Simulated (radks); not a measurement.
Task: Valence configurations of N I (all share [He]). All-electron calculation, non-relativistic Kohn-Sham, LDA (Slater exchange, Perdew-Wang correlation), spin-unpolarised, spherical densities, point nucleus. Program: a radial shooting solver on a logarithmic mesh with Libxc functionals. Order these by energy: 2p5; 2s0.5 2p4.5; 2s1.5 2p3.5; 2s1 2p4; 2s2 2p3.

Result: From the lowest, in eV above it: 2s2 2p3 0.000; 2s1.5 2p3.5 5.582; 2s1 2p4 11.175; 2s0.5 2p4.5 16.779; 2p5 22.394. NIST lists [He] 2s2 2p3 as the ground configuration; this level of theory agrees among the configurations tried. The energies are those of spherical spin-averaged densities, not of single terms.
